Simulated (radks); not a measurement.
Values are calculated unless marked as measured or tabulated.
Effect of the nuclear size on the gallium ion Ga+, [Ar] 3d10 4s2. Code: a radial shooting solver on a logarithmic mesh with Libxc functionals. Model: Dirac Kohn-Sham, exchange-only LDA, spin-unpolarised, spherical densities, finite nucleus; Fermi nuclear charge, rms radius 3.9973 fm. The rms radius is varied about that value; shifts are against it.

| rms radius (fm) | total energy shift (eV) | density at nucleus (e/bohr^3) | 1s1/2 shift (meV) | 2s1/2 shift (meV) | 3s1/2 shift (meV) | 3p1/2 shift (meV) |
|---|---|---|---|---|---|---|
| 3.5096 | -0.0644 | 2.832e+04 | -27.4 | -2.63 | -0.385 | 0.042 |
| 3.7934 | -0.0279 | 2.819e+04 | -11.8 | -1.14 | -0.167 | 0.018 |
| 3.9973 | 0 | 2.81e+04 | 0.000 | 0.000 | 0.000 | 0.000 |
| 4.389 | 0.0574 | 2.795e+04 | 24.4 | 2.35 | 0.343 | -0.038 |
| 4.8887 | 0.138 | 2.777e+04 | 58.6 | 5.64 | 0.825 | -0.090 |

Slopes of the eigenvalues against <r^2> in GHz/fm^2, as finite differences over the two radii next to the reference (eigenvalue slopes, not the field-shift constants of lines): 1s1/2 1800, 2s1/2 173, 3s1/2 25.3, 3p1/2 -2.77.
